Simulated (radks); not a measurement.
The numbers below are computed, except where a source is named.
Problem. The mean radii <r> (bohr) of the occupied orbitals of an atom or ion are listed with their occupations. Code: a radial shooting solver on a logarithmic mesh with Libxc functionals. Model: scalar-relativistic Kohn-Sham, BLYP, spin-polarised, spherical densities, finite nucleus; Fermi nuclear charge, rms radius of each element as measured or else 0.836 A^(1/3) + 0.57 fm.

| orbital | occ. | <r> |
|---|---|---|
| 1s up | 1 | 0.02842 |
| 1s down | 1 | 0.02842 |
| 2s up | 1 | 0.1226 |
| 2s down | 1 | 0.1226 |
| 2p up | 3 | 0.1071 |
| 2p down | 3 | 0.1071 |
| 3s up | 1 | 0.3301 |
| 3s down | 1 | 0.3299 |
| 3p up | 3 | 0.3281 |
| 3p down | 3 | 0.3279 |
| 3d up | 5 | 0.3043 |
| 3d down | 5 | 0.3042 |
| 4s up | 1 | 0.7624 |
| 4s down | 1 | 0.7620 |
| 4p up | 3 | 0.8053 |
| 4p down | 3 | 0.8062 |
| 4d up | 5 | 0.8864 |

Name the element and its charge. Open shells, if any, are filled with parallel spins first.

Solution. Z = 51, antimony, charge +10: Sb10+ in [Kr] 4d5. The 1s radius gives Z: for a bare nucleus <r> = (2 gamma + 1)/(2Z) with gamma = sqrt(1 - (Z/c)^2), 0.028 bohr for Z = 51, and screening makes it slightly larger (0.02842 here). The occupations add up to 41, and the charge is Z minus that.
